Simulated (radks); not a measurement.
Results of a calculation; reference values are marked as such.
Problem. Spherical quantum dot in the effective-mass picture: electrons in a parabolic well V = omega^2 r^2 / 2 with omega = 4.74, all in effective atomic units (hartree* = m*/eps^2 hartree, bohr* = eps/m* bohr), one dielectric constant everywhere. Level of theory: non-relativistic Kohn-Sham, PBEsol, spin-polarised, spherical densities (a radial shooting solver with Libxc functionals). Levels are named by radial order and angular momentum (1s, 1p, 1d, 2s, ...), and open shells are averaged over m. Results are scaled to m* = 0.074 and eps = 4.4, for which hartree* = 104 meV and bohr* = 3.146 nm. At N = 13 the configuration is 1s2 1p6 1d(up 5, down 0). Does electron 14 go into 1d down or 2s down or 2s up?

Solution. Into 1d down. The total energies of the other choices lie higher by 10.2 meV (2s up), 29.8 meV (2s down).
